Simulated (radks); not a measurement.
The numbers below are computed, except where a source is named.
Task: Radial electron density D(r) = 4 pi r^2 rho(r) of an atom or ion with 43.5 electrons. Level of theory: scalar-relativistic Kohn-Sham, SCAN, spin-unpolarised, spherical densities, finite nucleus; meta-GGA in the generalised Kohn-Sham scheme; Fermi nuclear charge, rms radius of each element as measured or else 0.836 A^(1/3) + 0.57 fm (a radial shooting solver on a logarithmic mesh with Libxc functionals).

r (bohr)  D(r) (e/bohr)
0.001452          2.232
0.001677          2.867
0.001937          3.672
0.002237          4.685
0.002583          5.952
0.00296           7.428
0.003418          9.340
0.003948          11.67
0.004559          14.47
0.005265          17.78
0.006081          21.64
0.007023          26.03
0.00811           30.89
0.009366          36.12
0.01082           41.51
0.01249           46.76
0.01443           51.51
0.01653           55.17
0.01909           57.78
0.02205           58.80
0.02546           58.16
0.0294            56.15
0.03396           53.45
0.03922           51.11
0.04529           50.35
0.05231           52.10
0.06041           56.63
0.06977           63.13
0.08057           69.66
0.09305           73.69
0.1066            73.36
0.1231            68.22
0.1422            59.96
0.1642            52.27
0.1896            48.71
0.219             50.52
0.2529            55.50
0.2921            58.94
0.3374            56.45
0.3896            47.23
0.45              34.44
0.5196            23.17
0.6001            16.83
0.6876            15.49
0.794             16.43
0.917             16.83
1.059             15.13
1.223             11.75
1.413             7.972
1.631             4.889
1.884             2.813
2.176             1.615
2.513            0.9768
2.902            0.6183
3.351            0.3809
3.84             0.2171
4.434            0.1000
5.121           0.03635
5.914          0.009989
6.83           0.001995
7.888         0.0002777

What is the nuclear charge?

Result: Z = 46. The innermost maximum, from 1s, lies near gamma/Z bohr with gamma = sqrt(1 - (Z/c)^2) = 0.942, here 0.0205 bohr (found: 0.0224), and its height grows with Z. The density is that of the palladium ion Pd2.5+ in [Kr] 4d6.5 5p1; the configuration itself is not fixed sharply by these data, and Z only to a few units. D(r) has 4 maxima, at r = 0.0224, 0.0984, 0.299, 0.881 bohr, and minima at 0.0442, 0.194, 0.677 bohr, inside which lie 2.01, 11.16, 29.02 electrons.
